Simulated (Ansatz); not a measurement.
## Ligand exchange: C3H6Cl2 + C3H8Mg → C3H7Cl + C3H7ClMg

Species: C3H6Cl2 (2,2-dichloropropane) `CC(C)(Cl)Cl`, singlet; C3H8Mg `C[CH](C)[MgH]`, singlet; C3H7Cl (2-chloropropane) `CC(C)Cl`, singlet; C3H7ClMg `C[CH](C)[Mg][Cl]`, singlet. The partners trade Cl for H: C–Cl and Mg–H bonds give way to C–H and Mg–Cl.

Shapes, held fixed at every level: PBE0-D4/def2-TZVP. Programs: Ansatz 0.2.0. The zero-point and thermal change to 298 K, harmonic and unscaled (PBE0-D4/def2-TZVP), is +16.6 kJ/mol.

```json
{"level": "r2SCAN-D4/def2-TZVPP", "kind": "meta-GGA", "ΔH(298 K) (kJ/mol)": "-255.8", "less CCSD(T)/def2-TZVPP": "-3.6"}
{"level": "B3LYP-D4/def2-TZVPP", "kind": "global hybrid", "ΔH(298 K) (kJ/mol)": "-252.9", "less CCSD(T)/def2-TZVPP": "-0.7"}
{"level": "BHLYP-D4/def2-TZVPP", "kind": "global hybrid", "ΔH(298 K) (kJ/mol)": "-264.3", "less CCSD(T)/def2-TZVPP": "-12.1"}
{"level": "r2SCAN0-D4/def2-TZVPP", "kind": "global hybrid", "ΔH(298 K) (kJ/mol)": "-261.8", "less CCSD(T)/def2-TZVPP": "-9.6"}
{"level": "wB97M-V/def2-TZVPP", "kind": "range-separated hybrid", "ΔH(298 K) (kJ/mol)": "-251.2", "less CCSD(T)/def2-TZVPP": "+1.0"}
{"level": "MP2/def2-SVP", "kind": "perturbation theory", "ΔH(298 K) (kJ/mol)": "-264.1", "less CCSD(T)/def2-TZVPP": "-11.9"}
{"level": "CCSD(T)/def2-SVP", "kind": "coupled cluster or CI", "ΔH(298 K) (kJ/mol)": "-260.4", "less CCSD(T)/def2-TZVPP": "-8.2"}
{"level": "CCSD(T)/def2-TZVPP", "kind": "coupled cluster or CI", "ΔH(298 K) (kJ/mol)": "-252.2", "less CCSD(T)/def2-TZVPP": "0.0"}
```

The highest level, CCSD(T)/def2-TZVPP, gives ΔH(298 K) = -252.2 kJ/mol; the levels span -264.3 to -251.2. The column of differences is taken from that level and isn't an error. No measured value is set beside it here. Outer-core shells of Mg are correlated, in sets that cover them unevenly.
